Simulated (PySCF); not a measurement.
## How many f electrons in YbP?

Unrestricted PBE0; Yb x2c-SVPall, P x2c-SVPall; spin-free X2C with a Gaussian nucleus (PySCF 2.14). The search starts from ions with several 4f fillings and holds each by maximum overlap.

The lowest solution has 2Ms+1 = 4, about 13.8 4f electrons, near 2.83 Å.

Solutions at the starting distance of 2.355 Å, counted from the lowest; the search is not exhaustive:

```csv
2Ms+1,4f population,E (eV),⟨S²⟩,⟨Lz²⟩,μ (D)
2,13.92,0.00,0.85,1.0,-6.48
4,13.84,0.54,3.76,0.0,-3.58
2,13.85,0.66,1.77,0.0,-3.79
2,13.92,0.70,0.77,0.0,-8.50
4,13.83,0.80,3.76,1.0,-4.02
2,13.70,1.09,1.76,1.0,-4.41
4,13.00,1.50,3.76,5.0,-5.10
4,13.00,1.76,3.76,2.8,-5.20
2,13.00,1.79,0.76,9.0,-6.66
4,13.00,1.90,3.76,10.0,-5.07
4,13.01,2.20,3.76,0.0,-5.81
```

Partly filled real f orbitals mix terms, so no term symbols are given. A population far from a whole number shows f orbitals mixing with d and ligand orbitals, not a clean configuration. A positive dipole means Yb(−)P(+).

Spin–orbit coupling is left out. Counting both spins, an empty level lies below a filled one in some of these solutions, because spin and occupation are held. The state is the lowest single determinant that the PBE0 search found; with open d or f shells the true ground state can be another one.
